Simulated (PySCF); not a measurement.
Task: Write Cartesian coordinates for `CB(C)C[TeH]` as optimised with PBE0-D3(BJ)/def2-SVP.

Result: 
```
atom  x, y, z in Å
C1     1.215   -0.760    0.723
B2     0.091    0.037   -0.054
C3     0.022    1.613    0.062
C4    -0.836   -0.717   -1.061
Te5   -2.324   -1.048    0.522
H6     1.350   -0.415    1.760
H7     1.089   -1.853    0.729
H8     2.171   -0.551    0.205
H9     0.900    2.008   -0.483
H10   -0.870    2.073   -0.390
H11    0.123    1.972    1.097
H12   -1.344   -0.170   -1.865
H13   -0.546   -1.725   -1.387
H14   -3.032    0.440    0.296
```

Orientation and origin are arbitrary. Atoms count from 1 in this order. B2 (three-coordinate boron) is planar (angles 120.1°, 119.8° and 119.7°, sum 359.6°, 0.06 Å off the plane of its three neighbours). Te5 (tellurium bonded to C and H) is bent (angle 93.2°).

Bonds between heavy atoms (Å): C1–B2 1.582, B2–C3 1.581, B2–C4 1.563, C4–Te5 2.197.

Computed, not measured: PySCF 2.14.0, PBE0-D3(BJ)/def2-SVP geometry optimisation, gas phase, def2 core potentials past Kr.

Not checked by PBE0-D3(BJ)/def2-SVP frequencies. The numbers are those of one conformer (C1–B2–C4–Te5 93°, B2–C4–Te5–H 85°).

The run took 36 s on one thread of an Arm Neoverse V2, no GPU (shared host), and the process peaked at 0.56 GiB of memory. That covers the optimisation of the geometry.
